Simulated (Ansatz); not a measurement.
This geometry of C3H12Si2 (17 atoms, charge 0, multiplicity 1) is a first-order saddle point.

All numbers below come from RKS LDA/def2-SVP in Ansatz.

```xyz
17
Properties=species:S:1:pos:R:3
C -1.952 0.416 -1.517
Si -1.052 -0.634 -0.257
C 0.721 -0.050 -0.022
C 0.775 1.418 0.387
Si 1.597 -1.187 1.208
H -1.964 1.483 -1.208
H -3.006 0.086 -1.636
H -1.457 0.349 -2.510
H -1.050 -2.082 -0.687
H -1.756 -0.550 1.079
H 1.229 -0.195 -1.005
H 1.817 1.789 0.512
H 0.259 1.588 1.359
H 0.281 2.078 -0.363
H 2.779 -1.879 0.578
H 2.089 -0.376 2.381
H 0.671 -2.254 1.741
```

Which two structures does it join? (They come from a converged band through this point; their orientation in space is the band's.)

No bond is made or broken. The dihedral Si2–C3–Si5–H15 goes from 58 to 180°. The two ends are copies of one structure, up to a mirror image or an exchange of like atoms.

Image 0:

```xyz
17
Properties=species:S:1:pos:R:3
C -1.772 0.347 -1.745
Si -0.872 -0.752 -0.527
C 0.712 0.062 0.085
C 0.431 1.416 0.724
Si 1.621 -1.077 1.268
H -2.015 1.330 -1.286
H -2.725 -0.118 -2.074
H -1.149 0.530 -2.646
H -0.543 -2.080 -1.167
H -1.756 -1.016 0.671
H 1.376 0.175 -0.806
H 1.361 1.925 1.066
H -0.226 1.313 1.617
H -0.084 2.115 0.026
H 1.959 -2.392 0.613
H 2.900 -0.429 1.743
H 0.761 -1.349 2.478
```

Image 8:

```xyz
17
Properties=species:S:1:pos:R:3
C -1.998 0.488 -1.441
Si -1.098 -0.596 -0.208
C 0.711 -0.098 -0.056
C 0.859 1.366 0.337
Si 1.598 -1.224 1.157
H -1.938 1.557 -1.145
H -3.072 0.212 -1.500
H -1.559 0.382 -2.455
H -1.191 -2.045 -0.621
H -1.739 -0.457 1.154
H 1.176 -0.290 -1.054
H 1.925 1.681 0.406
H 0.399 1.566 1.332
H 0.365 2.051 -0.389
H 3.052 -0.833 1.271
H 0.975 -1.094 2.526
H 1.517 -2.666 0.725
```

How far does it lie above each of them?

1.7 kcal/mol above the first and 1.7 kcal/mol above the second. This is the barrier of this one path; another mechanism may lie lower.

Run time: 29 s on 2 threads of AMD EPYC 9R45 96-Core Processor (Zen 5) (shared host), peak memory 0.2 GiB.
